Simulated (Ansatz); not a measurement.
B₆H₂. Charge 0, multiplicity 1. Geometry PBE0-D4/def2-SVP.

| atom | x (Å) | y (Å) | z (Å) |
| --- | --- | --- | --- |
| B1 | 0.135 | 1.651 | -0.371 |
| B2 | 0.362 | -0.170 | 1.736 |
| B3 | 0.008 | -0.005 | 0.050 |
| B4 | -0.335 | -1.557 | -0.587 |
| B5 | 0.426 | 1.279 | 1.160 |
| B6 | 0.020 | -1.488 | 0.973 |
| H7 | -0.631 | -2.062 | -1.629 |
| H8 | 0.015 | 2.351 | -1.331 |

Another isomer (singlet) lies 0.16 eV lower at PBE0-D4/def2-TZVP; other spin states weren't run for this one.

**Question.** Estimate the orbital energies around the gap (eV) in Ansatz with PBE-D4/def2-TZVP, revPBE-D4/def2-TZVP, r2SCAN-D4/def2-TZVP, r2SCANh-D4/def2-TZVP, PBE0-D4/def2-TZVP.

**Answer.** 
| orbital | PBE-D4/def2-TZVP | revPBE-D4/def2-TZVP | r2SCAN-D4/def2-TZVP | r2SCANh-D4/def2-TZVP | PBE0-D4/def2-TZVP |
| --- | --- | --- | --- | --- | --- |
| HOMO−5 | -9.78 | -9.76 | -10.20 | -10.74 | -11.30 |
| HOMO−4 | -8.35 | -8.30 | -8.65 | -9.14 | -9.70 |
| HOMO−3 | -8.15 | -8.07 | -8.44 | -8.93 | -9.46 |
| HOMO−2 | -8.10 | -8.06 | -8.26 | -8.55 | -8.88 |
| HOMO−1 | -6.28 | -6.22 | -6.44 | -6.84 | -7.33 |
| HOMO | -6.26 | -6.21 | -6.43 | -6.79 | -7.23 |
| LUMO | -5.21 | -5.12 | -5.04 | -4.73 | -4.34 |
| LUMO+1 | -3.50 | -3.40 | -3.21 | -2.87 | -2.53 |
| LUMO+2 | -1.68 | -1.62 | -1.46 | -1.13 | -0.79 |
| LUMO+3 | -1.35 | -1.28 | -1.10 | -0.80 | -0.52 |
| LUMO+4 | -0.70 | -0.59 | -0.15 | 0.22 | 0.43 |
| LUMO+5 | -0.38 | -0.29 | 0.10 | 0.46 | 0.67 |
